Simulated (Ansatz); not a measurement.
Cost and result for the atomization energy of `N[Si](N)([AlH2])[SiH3]` (14 atoms, 13 bonds).

Cartesian coordinates in Å:
```
N 1.508 -1.054 0.686
Si 0.337 0.104 0.154
N 1.206 1.517 -0.319
Al -1.375 0.876 1.767
Si -0.761 -1.000 -1.622
H 2.093 -0.853 1.482
H 1.308 -2.039 0.621
H 0.801 2.431 -0.213
H 1.888 1.490 -1.061
H -1.702 2.426 1.971
H -2.217 -0.169 2.627
H 0.103 -1.123 -2.833
H -1.979 -0.232 -2.016
H -1.210 -2.373 -1.245
```

Total charge 0; spin multiplicity 1. The structure was optimised at the PBE0-D4/def2-TZVP level. It is one conformer, not always the lowest. Program: Ansatz. All runs use 4 threads of an Arm Neoverse V1 on a shared host. Times are those of one run each, without the atoms' runs, and a repeat can differ threefold. Electronic energies, without spin–orbit coupling; frozen cores. CCSD(T)/CBS adds CCSD(T) − MP2 in def2-TZVPP to the MP2 limit, and its time is that of the two runs behind it. T1 = 0.013. B3LYP takes the VWN-RPA correlation (the form of Gaussian; ORCA's B3LYP/G).

CCSD(T)/CBS is a level of theory with its own doubt, some kJ/mol a heavy atom from the limit and from the frozen cores, so smaller differences don't rank the functionals.

```json
{"level": "PBE-D4/def2-TZVPP (with forces)", "functions": "314", "wall time": "4.3 s", "atomization (kcal/mol)": "1026.0", "difference from CCSD(T)/CBS": "0.5", "per bond": "0.0"}
{"level": "PBE0-D4/def2-TZVPP", "functions": "314", "wall time": "6.5 s", "atomization (kcal/mol)": "1013.8", "difference from CCSD(T)/CBS": "-11.7", "per bond": "-0.9"}
{"level": "r2SCAN-D4/def2-TZVPP (with forces)", "functions": "314", "wall time": "8.5 s", "atomization (kcal/mol)": "1019.1", "difference from CCSD(T)/CBS": "-6.4", "per bond": "-0.5"}
{"level": "B3LYP-D4/def2-TZVPP (with forces)", "functions": "314", "wall time": "9.5 s", "atomization (kcal/mol)": "1026.5", "difference from CCSD(T)/CBS": "1.0", "per bond": "0.1"}
{"level": "B2PLYP/def2-TZVPP", "functions": "314", "wall time": "11 s", "atomization (kcal/mol)": "1008.0", "difference from CCSD(T)/CBS": "-17.5", "per bond": "-1.3"}
{"level": "ωB97X-V/def2-TZVPP", "functions": "314", "wall time": "15 s", "atomization (kcal/mol)": "1033.1", "difference from CCSD(T)/CBS": "7.6", "per bond": "0.6"}
{"level": "ωB97M-V/def2-TZVPP (with forces)", "functions": "314", "wall time": "21 s", "atomization (kcal/mol)": "1025.5", "difference from CCSD(T)/CBS": "0.0", "per bond": "0.0"}
{"level": "MP2/def2-QZVPP", "functions": "594", "wall time": "44 s", "atomization (kcal/mol)": "1010.7", "difference from CCSD(T)/CBS": "-14.8", "per bond": "-1.1"}
{"level": "CCSD(T)/def2-TZVPP", "functions": "314", "wall time": "19 min", "atomization (kcal/mol)": "991.9", "difference from CCSD(T)/CBS": "-33.6", "per bond": "-2.6"}
{"level": "CCSD(T)/CBS(def2)", "functions": "–", "wall time": "20 min", "atomization (kcal/mol)": "1025.5", "difference from CCSD(T)/CBS": "0.0", "per bond": "0.0"}
```

The D4 term adds +13.0 kcal/mol with B3LYP and +7.0 kcal/mol with PBE0; it sums over pairs of atoms, weighted by their polarisabilities, and B3LYP, whose exchange is more repulsive, gets the larger term. From PBE to PBE0 (25 % exact exchange), in def2-TZVPP and without D4, the atomization energy moves by −11.1 kcal/mol: exact exchange takes away binding that semilocal exchange gives to molecules. In def2-TZVPP, CCSD(T) changes the Hartree–Fock value by +266.5 kcal/mol (the triples alone add +12.7 kcal/mol) and MP2 by +265.2 kcal/mol; breaking electron pairs costs correlation energy, which Hartree–Fock lacks.
